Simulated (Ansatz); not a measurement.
Species: C₂O₂Ru, net charge 0, triplet state. The spin state was set by rule; other spins were not relaxed. 
Coordinates optimised at B3LYP-D3(BJ)/def2-TZVP (Ansatz, a quantum-chemistry and plane-wave program):
SMILES: [C-](->[Ru]<-[C-]#[O+])#[O+]
```xyz
5

Ru    -0.0949    -0.4481    -0.4572
O      0.0075     2.5676    -0.5587
C     -0.0510     1.4221    -0.6364
O      0.3984    -0.6509     2.5144
C      0.2057    -0.6916     1.3818
```
Charge 0, spin multiplicity 3.

Basis-set convergence of Hartree-Fock and MP2 correlation energies (hartree) with Ansatz. Correlated levels leave the core frozen unless marked. UHF or UKS for open shells. No spin-orbit coupling. The frozen core is the preceding noble-gas configuration, with the filled d and f shells of earlier blocks. In def2 rows, elements after Kr have scalar-relativistic effective core potentials.

```
basis       functions       E(HF)  E(corr, MP2)
----------  ---------  ----------  ------------
def2-SVP           87  -319.37509      -0.83351
def2-TZVPP        180  (withheld)    (withheld)
```

Task: Some entries are withheld; supply them.

Result: 
- def2-TZVPP, E(HF): -319.67952
- def2-TZVPP, E(corr, MP2): -1.05445
